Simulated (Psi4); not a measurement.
Dimer: HF (SMILES F) (first 2 atoms) with H2S (SMILES S); geometry from B3LYP-D3(BJ)/def2-TZVP.
(charge 0, multiplicity 1):
```xyz
5

F      0.0036    -0.1409    -0.3429
H      0.1275    -0.3538     0.5634
S      0.3015    -0.7028     2.7709
H     -1.0086    -0.4989     2.9897
H      0.6103     0.5781     3.0351
```

Computed with SAPT0/jun-cc-pV(D+d)Z (Psi4).

Problem. Which attractive term is largest, and how does the interaction split up?

Solution. electrostatics -349.1, exchange 401.9, induction -184.3, dispersion -69.4, total -200.9 meV; the largest attraction is electrostatics.
